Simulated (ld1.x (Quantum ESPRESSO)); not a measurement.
# boron (B): excitation energies, all-electron against RRKJ

boron (B), norm-conserving RRKJ (Kleinman–Bylander form), made with ld1.x (Quantum ESPRESSO) 7.5 (PBEsol, non-relativistic). Core [He], reference 2s2 2p0 (charge +1). Waves: 2p (bound, empty): rc 3.05 bohr; 2s (bound): rc 1.60 bohr. Local part: the s channel. Core correction: a·sin(br)/r model core, default radius (core density twice the valence density).

Energies are relative to the spin-unpolarised reference configuration 2s2 2p0; without spin polarisation the order of configurations can differ from experiment.

Question: Give the all-electron excitation energy and the error of the potential for: 2s2 2p1; 2s1 2p0; 2s2 2p0.5; 2s1 2p1; 2s1 2p2; 2s0 2p3; 2s2 2p1.3.

Answer:

| valence configuration | charge | ΔE all-electron (eV) | error AE − PS (meV) |
| --- | --- | --- | --- |
| 2s2 2p1 | 0 | -8.142 | +111 |
| 2s1 2p0 | +2 | 25.254 | +16 |
| 2s2 2p0.5 | +0.5 | -5.285 | +43 |
| 2s1 2p1 | +1 | 6.117 | -18 |
| 2s1 2p2 | 0 | -2.329 | +180 |
| 2s0 2p3 | 0 | 3.502 | +213 |
| 2s2 2p1.3 | -0.3 | -8.867 | +139 |

Levels in the configuration 2s1 2p0:

| level | all-electron (eV) | pseudo (eV) |
| --- | --- | --- |
| 2s | -31.270 | -31.236 |
